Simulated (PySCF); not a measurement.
## Radial density of Ar⁺ (argon, charge +1)

UHF, [Ne] 3s2 3p5, 2P determinant. Calculation: PySCF 2.14, in def2-TZVP (5s5p2d1f, 37 functions); no relativity, point nucleus.

| r (bohr) | 4πr²ρ (e/bohr) | 4πr²(ρα − ρβ) |
| --- | --- | --- |
| 0.00161 | 0.1179 | 0.0000 |
| 0.00271 | 0.3219 | 0.0000 |
| 0.00456 | 0.8494 | 0.0001 |
| 0.00766 | 2.153 | 0.0001 |
| 0.0129 | 5.044 | 0.0004 |
| 0.0217 | 10.43 | 0.0012 |
| 0.0365 | 17.45 | 0.0043 |
| 0.0613 | 20.86 | 0.0179 |
| 0.103 | 16.50 | 0.0665 |
| 0.174 | 15.53 | 0.1581 |
| 0.292 | 21.16 | 0.1454 |
| 0.491 | 11.70 | -0.0086 |
| 0.826 | 4.323 | 0.3993 |
| 1.39 | 5.165 | 0.7422 |
| 2.34 | 1.369 | 0.1997 |
| 3.93 | 0.05768 | 0.0066 |
| 6.61 | 4.878e-05 | 0.0000 |

Problem. Where is the radial spin density 4πr²(ρα − ρβ) most negative, and why is it negative at all?

Solution. Around r = 0.491 bohr, down to -0.0086 e/bohr: exchange with the open shell polarises the paired shells in an unrestricted calculation.
